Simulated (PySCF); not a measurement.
## Electric properties by functional and basis

Compound: C3H7BO.
Numbering: `[BH2:1][C:2](=[CH2:3])[O:4][CH3:5]` (hydrogens: H6, H7 on B1; H8, H9 on C3; H10, H11, H12 on C5)

PySCF, dipoles from the SCF density, polarisabilities from static response with core orbitals frozen. One conformer (not necessarily the lowest) at the PBE0-D3(BJ)/def2-SVP geometry, without solvent, vibrations or thermal averaging.

Problem. How do dipole and polarisability depend on functional and basis here?

Solution. 

| level | μ (D) | α (Å³) | anisotropy (Å³) |
| --- | --- | --- | --- |
| LDA/def2-SVPD | 0.601 | 9.42 | 4.77 |
| PBE/def2-SVPD | 0.595 | 9.29 | 4.76 |
| B3LYP/def2-SVPD | 0.516 | 9.03 | 4.61 |
| PBE0/def2-SVPD | 0.507 | 8.95 | 4.56 |
| BHandHLYP/def2-SVPD | 0.492 | 8.72 | 4.46 |
| CAM-B3LYP/def2-SVPD | 0.521 | 8.89 | 4.53 |
| wB97X-D/def2-SVPD | 0.541 | 8.89 | 4.46 |
| LC-wPBE/def2-SVPD | 0.569 | 8.67 | 4.42 |
| HF/def2-SVPD | 0.542 | 8.46 | 4.37 |
| PBE0/6-31G* | 0.493 | 7.40 | 5.44 |
| PBE0/6-31+G* | 0.508 | 8.43 | 4.88 |
| PBE0/def2-SVP | 0.546 | 7.79 | 5.16 |
| PBE0/aug-cc-pVDZ | 0.531 | 9.20 | 4.59 |
| PBE0/def2-TZVP | 0.539 | 8.73 | 4.71 |
| PBE0/def2-TZVPD | 0.524 | 9.16 | 4.59 |

The anisotropy is √(½[(α1 − α2)² + (α2 − α3)² + (α3 − α1)²]). The dipole runs from 0.49 D (BHandHLYP/def2-SVPD) to 0.60 D (LDA/def2-SVPD). No reference polarisability is at hand; against PBE0 in the largest diffuse basis at hand (def2-TZVPD) the other PBE0 rows deviate by 6-31G* -19%, 6-31+G* -8%, def2-SVP -15%, def2-SVPD -2%, aug-cc-pVDZ 0%, def2-TZVP -5%. In one basis (def2-SVPD) the functionals order the polarisability from HF (lowest) to LDA (highest), a spread of 11%. With PBE0 the polarisability is 7.97 Å³ without diffuse functions (mean of 6-31G*, def2-SVP and def2-TZVP) and 8.93 Å³ with them (mean of 6-31+G*, def2-SVPD, aug-cc-pVDZ and def2-TZVPD).
